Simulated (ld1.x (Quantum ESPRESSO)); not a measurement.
# What one change does to a pseudopotential (tin (Sn), PAW)

* Element: Sn (Z = 50)
* Generator: ld1.x (Quantum ESPRESSO) 7.5
* Type: PAW
* Functional: LDA (PZ)
* Relativity: scalar-relativistic
* Frozen core: [Kr]
* Valence charge: 14
* Reference configuration: 4d10 5s2 5p1 (charge +1)
* Partial waves: 5s (bound): rcut 1.50, rcutus 2.05 bohr; 5s channel at 1 Ry: rcut 1.50, rcutus 2.05 bohr; 5p (bound): rcut 1.95, rcutus 2.45 bohr; 5p channel at -0.35 Ry: rcut 1.95, rcutus 2.45 bohr; 4d (bound): rcut 1.70, rcutus 1.80 bohr; 4d channel at 1.35 Ry: rcut 1.70, rcutus 1.80 bohr
* Local potential: all-electron potential smoothed inside 1.55 bohr (lloc = -2)
* Core correction: Bessel-smoothed model core inside 1.75 bohr
* Augmentation charge: BESSEL, radius 1.45 bohr

All-electron outer shells of the reference configuration (LDA (PZ), scalar-relativistic, ld1.x):

| shell | level (eV) | outermost node (bohr) | outermost maximum (bohr) |
| --- | --- | --- | --- |
| 4p | -97.62 | 0.41 | 0.79 |
| 4d | -33.93 | 0.39 | 0.88 |
| 5s | -18.16 | 0.98 | 1.97 |
| 5p | -10.53 | 1.08 | 2.40 |

Change: waves 5s (bound): rcut 1.50, rcutus 2.60 bohr; 5s channel at 1 Ry: rcut 1.50, rcutus 2.60 bohr.

Cutoffs: the cutoffs (Ry, on a coarse ladder) from which the occupation-weighted sum of valence levels, in a spherical-Bessel basis at the reference potential, stays within 10 and 1 mRy of its value at 400 Ry; they do not see the model core or the augmentation charge, which bear on the density cutoff. Errors are all-electron minus pseudo energies relative to the spin-unpolarised reference configuration.

Question: Predict the effect on cutoff, ghosts and configuration errors.

Answer: The potential gets neither clearly harder nor softer (35 Ry and 60 Ry → 35 Ry and 60 Ry); the d channel sets the loose cutoff, while the largest relative change is in s, which becomes softer; of the 9 tests that both files solve, the error grows in 3 and shrinks in 2 by more than 15 % and 0.3 meV (median size 1.9 → 2.4 meV); neither file shows a bound ghost.

| quantity | base | changed |
| --- | --- | --- |
| cutoff, loose | 35 Ry | 35 Ry |
| cutoff, tight | 60 Ry | 60 Ry |
| loose cutoff by channel (10 mRy a level) | s 8 Ry, p 6 Ry, d 30 Ry | s 6 Ry, p 6 Ry, d 30 Ry |
| bound ghosts | none | none |
| error for 4d10 5s2 5p2, meV [ΔE -7.10 eV] | +1.9 | +2.0 |
| error for 4d10 5s2 5p0, meV [ΔE 14.26 eV] | -3.0 | -2.4 |
| error for 4d10 5s1 5p0, meV [ΔE 45.71 eV] | -11 | +11 |
| error for 4d9 5s2 5p3, meV [ΔE 17.25 eV] | -69 | +51 |
| error for 4d10 5s2 5p1.5, meV [ΔE -4.38 eV] | +1.2 | +1.2 |
| error for 4d10 5s0 5p4, meV [ΔE 7.30 eV] | -0.2 | +6.1 |
| error for 4d10 5s1 5p2, meV [ΔE 7.73 eV] | -0.9 | +5.0 |
| error for 4d10 5s2 5p1 (spin-polarised), meV [ΔE -0.15 eV] | 0.0 | 0.0 |
| error for 4d10 5s2 5p2 (spin-polarised), meV [ΔE -7.57 eV] | +1.9 | +2.2 |
| lowest overlap eigenvalue by channel | s 0.45, p 0.52, d 0.83 | s 0.43, p 0.52, d 0.83 |
